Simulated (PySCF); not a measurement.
C3Si, SMILES [C]1[c+]2[si-2][c+]21 (connectivity only; charge and spin as stated), neutral, multiplicity 1.

Coordinates come from a r2SCAN-D4/def2-TZVP optimisation.

Computed with PySCF with ωB97X/def2-TZVPD.

Isolated molecule, no solvent.

```yaml
total_energy: -403.56661 hartree
point_group: C2v
highest_occupied_level: -9.25 eV
lowest_empty_level: -1.77 eV
orbital_gap: 7.48 eV
dipole_moment: 4.23 D
quadrupole, principal values (traceless, Buckingham form, about the centre of nuclear charge): -5.90, -1.54, 7.44 D·Å
mean_static_polarisability: 53.7 bohr³ (7.96 Å³)
polarisability_principal_values: 43.3, 49.4, 68.5 bohr³
```
